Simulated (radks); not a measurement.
Spin polarisation of the 5p5 shell in I. Start: [Kr] 4d10 5s2 5p(up 2.5, down 2.5); electrons of 5p are moved from spin down to spin up, other shells keep equal spins. Method: scalar-relativistic Kohn-Sham, r2SCAN, spin-polarised, spherical densities, finite nucleus; meta-GGA in the generalised Kohn-Sham scheme; Fermi nuclear charge, rms radius of each element as measured or else 0.836 A^(1/3) + 0.57 fm; computed with a radial shooting solver on a logarithmic mesh with Libxc functionals.

moment (Bohr magnetons)  E - E(0) (eV)  e(5p up) (eV)  e(5p down) (eV)  5s down minus up (eV)  4d down minus up (eV)
0                                0.000         -7.368           -7.368                  0.000                  0.000
0.25                            -0.013         -7.466           -7.265                  0.211                  0.028
0.5                             -0.050         -7.559           -7.159                  0.423                  0.056
0.75                            -0.113         -7.649           -7.047                  0.635                  0.084
1                               -0.200         -7.735           -6.931                  0.847                  0.112

At moment 1 the spin-polarisation energy is -0.200 eV and the 5p exchange splitting 0.804 eV, that is 0.804 eV per Bohr magneton; E = -I m^2/4 would give I = 0.802 eV.
